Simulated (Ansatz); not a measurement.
The same atomization along the group O, S, Se.

Computed with Ansatz on PBE0-D4/def2-TZVP structures; ΔE is electronic, products minus reactants. CCSD(T)/CBS adds triple-zeta CCSD(T) − MP2 to the extrapolated MP2 energy (def2 sets, frozen cores). This one scheme is used for every species, atoms too. For atomizations the MP2-based limit and the directly extrapolated one differ by several kJ/mol either way, and by 10 to 25 for some Ge, Se and Sn compounds, so smaller differences from it don't rank the levels. Functionals use def2-TZVPP. No spin–orbit coupling; open shells (•) take unrestricted orbitals. Spin–orbit coupling would lower the free atoms: a little for Cl, O, S; clearly for Ga, Se. For Ga, Se outer-core shells are correlated without core-valence functions, so the limit isn't a true one: a few kJ/mol of doubt a bond, and 10 to 20 or more in all where bonds break to atoms. Scalar relativity is left out up to krypton. One conformer a species, not always the lowest.

| reaction | r2SCAN-D4 (kJ/mol) | B2PLYP (kJ/mol) | CCSD(T)/CBS(def2) (kJ/mol) |
| --- | --- | --- | --- |
| `[OH2+][Ga-]([Cl])([Cl])[Cl]` → 3 Cl• + Ga• + 2 H• + O• | 2179 | 2108 | 2176 |
| `[SH2+][Ga-]([Cl])([Cl])[Cl]` → 3 Cl• + Ga• + 2 H• + S• | 1960 | 1877 | 1942 |
| `[Cl][Ga-]([Cl])([Cl])[SeH2+]` → 3 Cl• + Ga• + 2 H• + Se• | 1880 | 1798 | 1868 |

Largest T1 diagnostic: 0.013, for Ga•.
